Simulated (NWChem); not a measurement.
# C$_{2}$H$_{6}$AlFO; SMILES CC[O][AlH][F]

```xyz
11

Al    -0.5418    -1.1568     0.0511
H     -1.6468    -2.0684    -0.5785
F      0.3514    -1.7071     1.3431
O     -0.2489     0.3734    -0.5832
C      0.5246     1.5217    -0.4014
C     -0.2872     2.6424     0.2152
H      1.4077     1.3092     0.2309
H      0.9111     1.8435    -1.3855
H     -0.6502     2.3586     1.2157
H      0.3197     3.5552     0.3182
H     -1.1611     2.8762    -0.4116
```
Atoms are numbered in this order, from 1.

All runs: NWChem. Pople sets run with spherical d functions. Structure relaxed at the PBE0/def2-SVP level. Core excitations by TDA in a window of 1s orbitals, non-relativistic and unshifted: absolute energies depend strongly on the exact-exchange share.

Question: Predict the results for F K edge, BHandHLYP/6-311G**. Quantities: first 1s excitation (eV); dipole oscillator strength of the first; first state with f > 0.002 (eV); dipole oscillator strength of that state.

Answer: 
```json
{
  "first 1s excitation (eV)": "683.6",
  "dipole_oscillator_strength_of_the_first": "0.0103",
  "first state with f > 0.002 (eV)": "683.6",
  "dipole_oscillator_strength_of_that_state": "0.0103"
}
```
